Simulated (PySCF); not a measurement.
water (H₂O), SMILES O. Atoms are numbered in the order given.

```xyz
3

O      0.0000     0.0000    -0.1171
H      0.0000    -0.7613     0.4682
H      0.0000     0.7613     0.4682
```
Charge 0, spin multiplicity 1.

Geometry optimised at PBE0-D3(BJ)/def2-TZVPD.

Vertical ionisation energy (IE) and electron affinity (EA) in eV. Rows of orbital energies are one-electron estimates. Where ΔSCF, EOM or ADC give a negative EA the extra electron is unbound and the value depends on the basis.

| level | IE | EA |
|---|---|---|
| −ε(HOMO), −ε(LUMO), PBE/def2-TZVPD (PySCF) | 7.23 | 0.63 |
| −ε(HOMO), −ε(LUMO), M06-2X/def2-TZVPD (PySCF) | (withheld) | (withheld) |
| EOM-CCSD/aug-cc-pVDZ (PySCF) | 12.38 | -0.77 |
| ADC(3)/aug-cc-pVDZ (PySCF) | 12.99 | -0.75 |

Fill in the missing entries. (An estimate is asked for; the answer gives what the named calculation found.)


- −ε(HOMO), −ε(LUMO), M06-2X/def2-TZVPD (PySCF), IE: 10.97
- −ε(HOMO), −ε(LUMO), M06-2X/def2-TZVPD (PySCF), EA: -0.36

Give the lowest 1s main lines (those of the lightest heavy element) from CVS-ADC(2)-x/aug-cc-pVDZ (PySCF, non-relativistic), with pole strengths. (An estimate is asked for; the answer gives what the named calculation found.)

540.9 eV (1.57).

Beyond the first one, list the lowest photoelectron lines from ADC(3)/aug-cc-pVDZ in PySCF with their pole strengths (two spins summed). (An estimate is asked for; the answer gives what the named calculation found.)

15.26 eV (1.85), 19.36 eV (1.87), 30.37 eV (0.12).
